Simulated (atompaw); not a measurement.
## How hard is this As (Z = 33) PAW (atompaw) potential?

```json
{
 "Element": "As",
 "Generator": "atompaw 4.2.0.5",
 "Type": "PAW",
 "Functional": "PBE",
 "Relativity": "scalar-relativistic",
 "Frozen core": "[Ar]",
 "Valence charge": "15",
 "Reference configuration": "3d10 4s2 4p3",
 "Partial waves": "4s (bound): rc 1.75 bohr; 4s channel at -0.4 Ry: rc 1.75 bohr; 4p (bound): rc 1.75 bohr; 4p channel at 0.15 Ry: rc 1.75 bohr; 3d (bound): rc 0.60 bohr; 3d channel at -0.05 Ry: rc 0.60 bohr",
 "Local potential": "bessel scheme, radius 1.20 bohr",
 "Core correction": "smooth core density matched at 1.70 bohr",
 "Augmentation charge": "besselshape compensation charge, radius 1.55 bohr; PAW radius 1.75 bohr; waves and projectors: custom rrkj gramschmidtortho"
}
```

The pseudo-atom Hamiltonian at the reference potential is diagonalised in spherical Bessel functions j_l(qr) that vanish at 20 bohr, with q² up to the cutoff. All-electron valence levels (Ry): 4s -1.0653, 4p -0.3818, 3d -2.9874.

**Question.** How do the lowest levels (Ry) of each channel move with the cutoff, and are there ghosts?

**Answer.**

```
cutoff (Ry)     s #1     p #1    p #2     d #1    d #2    f #1  Σ f·Δε (mRy)
          8  -1.0627  -0.3807  0.0258   0.0585  0.1298  0.1125       30450.3
         18  -1.0651  -0.3817  0.0257   0.0543  0.1136  0.1125       30401.0
         35  -1.0653  -0.3819  0.0257   0.0160  0.0771  0.1125       30017.4
         55  -1.0654  -0.3819  0.0257  -0.2101  0.0654  0.1125       27755.5
         90  -1.0654  -0.3819  0.0257  -0.9335  0.0624  0.1125       20521.5
        140  -1.0654  -0.3819  0.0257  -2.2039  0.0611  0.1125        7818.0
        230  -1.0654  -0.3819  0.0257  -2.9462  0.0606  0.1125         395.0
        400  -1.0654  -0.3819  0.0257  -2.9857  0.0606  0.1125           0.0
```

Result: no extra level below or beside the all-electron valence levels (s, p, d, f tested); 10 mRy is reached at over 300 Ry and 1 mRy at over 300 Ry.
